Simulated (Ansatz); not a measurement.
`[OH][GeH2][F]` at its PBE0-D4/def2-TZVP geometry, where that method's forces vanish. Charge 0, multiplicity 1.

```xyz
6

O    -1.2249    0.2572    0.5744
Ge    0.4193    0.1109   -0.0376
F     0.8585   -1.5698    0.0296
H    -1.8828   -0.1564    0.0107
H     0.5191    0.4912   -1.5208
H     1.3107    0.8668    0.9436
```

Question: What forces (eV/Å) does ωB97M-V/def2-TZVPP give on these atoms in Ansatz? (Estimate.)

Answer: The calculation gave: 
```
O1  -0.089 -0.032 -0.026
Ge2  0.153  0.190 -0.065
F3   0.016 -0.082  0.006
H4   0.009  0.025  0.041
H5  -0.012 -0.034  0.128
H6  -0.077 -0.067 -0.084
```
